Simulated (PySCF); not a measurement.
Cd(OH)(SeH) (CdH₂OSe), SMILES [Cd]([SeH])[OH].

The structure is a stationary point at B3LYP-D3(BJ)/def2-TZVP. The def2 effective core potentials stand for the cores of Cd; spin–orbit coupling is left out. Other conformers were not sampled.

Computed with PBE0/def2-TZVPD (PySCF).

The molecule is in vacuum.

Computed frontier levels, gap, dipole moment and polarisability:
```json
{
 "highest_occupied_level": "-7.09 eV",
 "lowest_empty_level": "-1.68 eV",
 "orbital_gap": "5.41 eV",
 "dipole_moment": "0.284 e·Å",
 "quadrupole, principal values (traceless, Buckingham form, about the centre of nuclear charge)": "-13.61, 5.97, 7.65 D·Å",
 "mean_static_polarisability": "67.6 bohr³ (10.01 Å³)",
 "polarisability_principal_values": "52.8, 54.1, 95.7 bohr³"
}
```
